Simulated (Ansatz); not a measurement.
Geometry optimisation, RKS B3LYP/STO-3G (Ansatz).

Input file:

```yaml
crystal:
  periodic: [false, false, false]
  atoms:
    - { symbol: Si, position_ang: [0.0, 0.0, 0.0] }
    - { symbol: O, position_ang: [0.0, 0.0, 1.68] }
    - { symbol: Si, position_ang: [-1.3147, -0.4067, 2.6436] }
    - { symbol: H, position_ang: [-2.239, -1.2403, 1.8804] }
    - { symbol: H, position_ang: [-0.8506, -1.1432, 3.8157] }
    - { symbol: H, position_ang: [-1.9987, 0.8095, 3.0733] }
    - { symbol: F, position_ang: [1.4994, 0.0, -0.5295] }
    - { symbol: C, position_ang: [-0.8808, 1.5259, -0.6227] }
    - { symbol: H, position_ang: [-1.9334, 1.2723, -0.8671] }
    - { symbol: H, position_ang: [-0.8624, 2.3106, 0.1622] }
    - { symbol: H, position_ang: [-0.3704, 1.9025, -1.5336] }
    - { symbol: C, position_ang: [-0.8808, -1.5259, -0.6227] }
    - { symbol: H, position_ang: [-1.3804, -2.0377, 0.2261] }
    - { symbol: H, position_ang: [-1.6409, -1.2332, -1.3768] }
    - { symbol: H, position_ang: [-0.1449, -2.2146, -1.0879] }
basis:
  gaussian: { orbitals: STO-3G }
hamiltonian:
  xc: b3lyp
relax:
  f_tol: 0.02
  max_steps: 40
output:
  orbitals: {}
```

Launched with:

```bash
$ ansatz run input.yaml --threads 1 --pin off --max-ram 2048MiB --backend cpu --events-out ev --progress --plain --runs-dir out
```

**Question.** Where does it end, and by what steps?

**Answer.** It converged. The force dipped under the threshold on the way, but the program's further checks kept it going. Limits of this set-up: minimal basis. After 22 steps the energy has fallen by 0.282 eV; H14 moved furthest, 1.06 Å.

```
step  energy less start (eV)  largest force component (eV/Å)  accepted
   0                  0.0000                           1.883       yes
   1                 -0.1818                           1.113       yes
   2                 -0.2138                           0.456       yes
   3                 -0.2287                           0.157       yes
   4                 -0.2471                           0.336       yes
   5                 -0.2492                           0.435       yes
   6                 -0.2670                           0.085       yes
   7                 -0.2722                           0.070       yes
   8                 -0.2413                           0.862        no
   9                 -0.2757                           0.094       yes
  10                 -0.2753                           0.249        no
  11                 -0.2770                           0.126       yes
  12                 -0.2784                           0.061       yes
  13                 -0.2789                           0.156       yes
  14                 -0.2801                           0.073       yes
  15                 -0.2810                           0.006       yes
  16                 -0.2813                           0.107       yes
  17                 -0.2818                           0.026       yes
  18                 -0.2820                           0.007       yes
  19                 -0.2821                           0.022       yes
  20                 -0.2822                           0.027       yes
  21                 -0.2823                           0.018       yes
  22                 -0.2824                           0.012       yes
```

```xyz
15
Properties=species:S:1:pos:R:3
Si -0.040 -0.061 0.009
O 0.099 -0.295 1.672
Si -1.262 -0.390 2.671
H -2.182 -1.437 2.261
H -0.781 -0.682 4.002
H -2.008 0.856 2.704
F 1.515 0.087 -0.474
C -0.985 1.512 -0.431
H -2.053 1.421 -0.197
H -0.598 2.384 0.110
H -0.902 1.725 -1.504
C -0.825 -1.542 -0.855
H -1.886 -1.646 -0.594
H -0.764 -1.433 -1.946
H -0.323 -2.479 -0.587
```

Whether the end is a true minimum wasn't checked by a vibrational analysis.

Time of the run: 100 s on 1 thread of Arm Neoverse V1, on a shared host, peak memory 0.16 GiB.
